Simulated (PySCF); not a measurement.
Level of theory: TPSSh-D3(BJ)/def2-TZVP // PBE0-D3(BJ)/def2-TZVP in PySCF. All species are isolated molecules in the gas phase. Excitations are Tamm–Dancoff values on a coarser integration grid. The basis has no diffuse functions, so Rydberg states are missing or too high.

Reference species (SMILES): `CB(C)C` (neutral, multiplicity 1).

```yaml
S1–T1 gap (TDA): 0.59 eV
S1 excitation (TDA): 6.49 eV
```

Changed species: `CB(I)C` (1 of 3 CH3 replaced by I; the reference has 0 of 3 CH3 replaced by I).

Question: What does the change do to the S1–T1 gap (TDA) and S1 excitation (TDA)?

Answer: the S1–T1 gap (TDA) falls by 0.43 eV, to 0.16 eV; the S1 excitation (TDA) falls by 1.98 eV, to 4.51 eV.
